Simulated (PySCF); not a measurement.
# Computed records: BClH3NO, BH5NOSi

All values are calculated (PySCF 2.14.0). Calculation on a computer-drawn molecule: the log of a Hartree-Fock and frozen-core CCSD(T) single point meant for a local Hartree-Fock minimum, with one planted fault or none, to be diagnosed. Offsets are logged minus clean, where the clean run is the same molecule without the fault. The reference is restricted for singlets and unrestricted otherwise, and also for a bond in bohr or an excited solution. Adding or removing an electron swaps singlet and doublet. The excited solution moves the top pair (singlet) or top alpha electron (doublet) to the lowest empty orbital. Highest occupied and lowest empty are orbital energies over both spins, largest force is the largest gradient component, triples share is (T) over the correlation energy, the T1 limit is 0.02 restricted and 0.045 unrestricted, electrons count all cores, a negative frequency is imaginary (commonest isotopes), and the dipole is about the centre of nuclear charge.

Common to all runs: meant multiplicity 1; meant basis cc-pV(D+d)Z; logged SCF converged yes; logged spin squared 0; logged CC converged yes; logged SCF stable within its kind yes; possible faults no fault, one electron removed, one electron added, multiplicity raised by two, geometry at a saddle point, SCF held on an excited solution, minimal basis STO-3G, one bond length entered in bohr, all coordinates scaled.

(1) BClH3NO

Logged structure:
```xyz
7
BClH3NO
N      1.9779     0.0776    -1.2381
B      1.9647     0.6823     0.0722
O      2.2584     2.0439     0.2523
Cl     1.5463    -0.3744     1.5594
H      2.2047     0.6295    -2.0855
H      1.7662    -0.9211    -1.4024
H      2.2180     2.3412     1.1856
```

* meant charge: 0
* logged electrons: 40
* logged basis functions: 80
* logged highest occupied: -11.447 eV
* logged lowest empty: 4.7549 eV
* logged largest force: 0.034349 hartree/bohr
* logged T1 diagnostic: 0.012405
* logged D1 diagnostic: 0.049998
* logged triples share: 0.025171
* logged dipole magnitude: 1.4186 debye
* logged energy HF: -615.40508 hartree
* logged energy CCSD(T): -616.032 hartree
* planted fault: all coordinates scaled, by +3.8 %
* HF energy offset from clean run: 6.732 kcal/mol
* CCSD(T) energy offset from clean run: 2.483 kcal/mol

Drawn bonds:
```
atom  other atom  order
   1           2      1
   2           3      1
   2           4      1
   1           5      1
   1           6      1
   3           7      1
```

(2) BH5NOSi

Logged structure:
```xyz
9
BH5NOSi
N      0.1233     0.9857     1.5731
B      0.1253     1.8198     0.3275
O      0.7723     3.1206     0.2243
Si    -0.9775     0.8898    -1.4295
H     -0.3448     0.0131     1.6958
H      0.6266     1.3424     2.4757
H      0.7511     3.6617    -0.6482
H     -1.1307     1.5568    -2.8749
H     -1.6959    -0.5352    -1.3384
```

* meant charge: 1
* logged electrons: 38
* logged basis functions: 90
* logged highest occupied: -15.844 eV
* logged lowest empty: -5.9365 eV
* logged largest force: 0.06047 hartree/bohr
* logged T1 diagnostic: 0.020475
* logged D1 diagnostic: 0.08079
* logged triples share: 0.030345
* logged dipole magnitude: 5.0196 debye
* logged energy HF: -445.5974 hartree
* logged energy CCSD(T): -446.1867 hartree
* planted fault: withheld

Drawn bonds:
```
atom  other atom  order
   1           2      1
   2           3      1
   2           4      1
   1           5      1
   1           6      1
   3           7      1
   4           8      1
   4           9      1
```

Notes: T1 above single-reference limit.

Q: Which fault was planted in the run of BH5NOSi (entry 2)?
A: all coordinates scaled, by +8.8 %

Further results for BH5NOSi (entry 2):

- HF energy offset from clean run: 37.12 kcal/mol
- CCSD(T) energy offset from clean run: 25.23 kcal/mol
